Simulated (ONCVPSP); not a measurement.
Ti (Z = 22): one change to an ONCV potential, before and after

- Element: Ti (Z = 22)
- Generator: ONCVPSP 4.0.1
- Type: optimised norm-conserving Vanderbilt (ONCV)
- Functional: PBE
- Relativity: scalar-relativistic
- Frozen core: [Ne]
- Valence charge: 12
- Reference configuration: 3s2 3p6 3d2 4s2
- Partial waves: 3s+4s: rc 1.85 bohr, ncon 3, nbas 6, qcut 6 1/bohr, 2 projectors; 3p: rc 1.65 bohr, ncon 4, nbas 8, qcut 8.1 1/bohr, 2 projectors, debl 3.7 Ha; 3d: rc 1.45 bohr, ncon 4, nbas 9, qcut 10.3 1/bohr, 1 projector
- Local potential: polynomial inside 1.35 bohr (lpopt 5, dvloc0 -1 Ha)
- Core correction: Teter function, fcfact 3, rcfact 1.5

All-electron outer shells of the reference configuration (PBE, scalar-relativistic, ld1.x):

```csv
shell,level (eV),outermost node (bohr),outermost maximum (bohr)
2p,-444.26,–,0.22
3s,-62.63,0.40,0.87
3p,-38.86,0.37,0.90
4s,-4.47,1.24,2.92
3d,-4.26,–,0.98
```

Change: fully relativistic.

Cutoffs: the cutoffs (Ha) at which the residual kinetic energy of the hardest occupied pseudo-wave falls to 1 and 0.1 mHa per electron; they do not see the model core or the augmentation charge, which bear on the density cutoff. Errors are all-electron minus pseudo energies relative to the spin-unpolarised reference configuration.

Problem. How do hardness, ghosts and transferability respond?

Solution. The potential gets neither clearly harder nor softer (40 Ha and 46 Ha → 40 Ha and 46 Ha); of the 4 tests that both files solve, the error grows in 0 and shrinks in 2 by more than 15 % and 0.3 meV (median size 7.2 → 7.1 meV); neither file shows a bound ghost.

| quantity | base | changed |
| --- | --- | --- |
| cutoff, loose | 40 Ha | 40 Ha |
| cutoff, tight | 46 Ha | 46 Ha |
| loose cutoff by channel | s 7.5 Ha, p 20 Ha, d 40 Ha | s 7.5 Ha, p 20 Ha, d 40 Ha |
| bound ghosts | none | none |
| GHOST(+) flags under 300 eV | none | none |
| error for 3s2 3p6 3d2 4s1, meV [ΔE 7.35 eV] | -0.5 | +0.1 |
| error for 3s2 3p6 3d2 4s0, meV [ΔE 20.92 eV] | -2.6 | -1.1 |
| error for 3s2 3p6 3d1 4s0, meV [ΔE 47.87 eV] | +12 | +13 |
| error for 3s2 3p6 3d1 4s2 4p1, meV [ΔE 4.67 eV] | +22 | +20 |
| s: phases at 1.88 bohr within 0.05 rad from the reference energy up to (Ha; the scan ends near 5) | 4.9 | 4.9 |
| rms error of d²Exc/dni dnj with the model core, mHa | 1.39 | 5.02 |
